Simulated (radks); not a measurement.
The numbers below are computed, except where a source is named.
Question: Ionisation of the fluorine ion F+, [He] 2s2 2p4, to F2+, [He] 2s2 2p3, under several functionals. Scalar-relativistic Kohn-Sham, spin-polarised, spherical densities, point nucleus; open shells are filled with parallel spins first; a radial shooting solver on a logarithmic mesh with Libxc functionals. The NIST Atomic Spectra Database gives 34.971 eV (measured). Rank these functionals by the error of their Delta-SCF ionisation energy: B86b exchange with PBE correlation; exchange-only PBE; SOGGA; BLYP; LDA (Slater exchange, Perdew-Zunger correlation); AM05; LDA (Slater exchange, VWN5 correlation).

Answer: From best to worst: B86b exchange with PBE correlation 35.014 eV (+0.043); BLYP 35.095 eV (+0.124); LDA (Slater exchange, VWN5 correlation) 35.150 eV (+0.179); LDA (Slater exchange, Perdew-Zunger correlation) 35.244 eV (+0.273); AM05 34.690 eV (-0.280); SOGGA 34.587 eV (-0.383); exchange-only PBE 33.460 eV (-1.511). Open shells are spherical and high-spin; term and fine-structure splittings are not resolved.
